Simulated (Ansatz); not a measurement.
Geometry optimisation, RHF/def2-SVP in Ansatz 0.2.0.

Input file:

```yaml
crystal:
  periodic: [false, false, false]
  atoms:
    - { symbol: W, position_ang: [-0.37762, 0.662192, -0.107465] }
    - { symbol: Cl, position_ang: [-0.45665, -0.122156, 2.141916] }
    - { symbol: F, position_ang: [0.922161, -1.092935, -0.068393] }
    - { symbol: F, position_ang: [1.296248, 1.443771, 0.05505] }
    - { symbol: F, position_ang: [-1.893983, -0.297674, -0.567657] }
    - { symbol: Cl, position_ang: [0.632402, -3.842101, -0.247354] }
    - { symbol: F, position_ang: [-0.975388, 2.2099, -1.000516] }
    - { symbol: Si, position_ang: [1.593806, -2.334536, 0.825243] }
    - { symbol: H, position_ang: [1.200969, -2.632521, 2.192858] }
    - { symbol: H, position_ang: [3.000398, -2.455862, 0.456007] }
    - { symbol: H, position_ang: [2.461263, -0.69663, 1.578482] }
    - { symbol: H, position_ang: [1.896395, -1.131447, 1.806729] }
basis:
  gaussian: { orbitals: def2-SVP }
hamiltonian:
  xc: hf
relax:
  f_tol: 0.03
  max_steps: 50
```

Launched with:

```bash
$ ansatz run input.yaml --threads 4 --pin off --max-ram 5120MiB --backend cpu --events-out ev --progress --plain --runs-dir out
```

**Question.** Where does it end, and by what steps?

**Answer.** It converged. The force dipped under the threshold on the way, but the program's further checks kept it going. After 39 steps the energy has fallen by 2.017 eV; H11 moved furthest, 2.36 Å. Parted: Si8–H12 (1.58 → 4.33 Å).

| step | energy less start (eV) | largest force component (eV/Å) | accepted |
| --- | --- | --- | --- |
| 0 | 0.0000 | 3.402 | yes |
| 2 | -1.3348 | 0.926 | yes |
| 4 | -1.7764 | 0.544 | yes |
| 6 | -1.9110 | 0.295 | yes |
| 8 | -1.9379 | 0.165 | yes |
| 10 | -1.9440 | 0.059 | yes |
| 12 | -1.9449 | 0.020 | yes |
| 14 | -1.9453 | 0.068 | yes |
| 16 | -1.9458 | 0.131 | yes |
| 18 | -1.9466 | 0.095 | yes |
| 20 | -1.9474 | 0.162 | yes |
| 22 | -1.9491 | 0.105 | yes |
| 24 | -1.9502 | 0.084 | yes |
| 26 | -1.9496 | 0.363 | no |
| 28 | -1.9539 | 0.132 | yes |
| 30 | -1.9576 | 0.257 | yes |
| 32 | -1.9681 | 0.235 | yes |
| 34 | -1.9841 | 0.263 | yes |
| 36 | -2.0051 | 0.291 | yes |
| 38 | -2.0163 | 0.047 | yes |
| 39 | -2.0171 | 0.015 | yes |

```xyz
12
Properties=species:S:1:pos:R:3
W -0.619 0.615 -0.399
Cl 0.247 0.362 1.763
F 0.308 -1.491 -0.474
F 0.872 1.108 -1.357
F -2.211 -0.305 -0.303
Cl 1.274 -4.239 -0.868
F -1.467 2.290 -0.618
Si 1.078 -2.668 0.417
H 0.180 -3.014 1.511
H 2.383 -2.130 0.774
H 3.939 -0.587 3.413
H 3.315 -0.231 3.206
```

Whether the end is a true minimum wasn't checked by a vibrational analysis.

Run time: 2.5 min on 4 threads of Arm Neoverse V2 (shared host), peak memory 0.56 GiB.
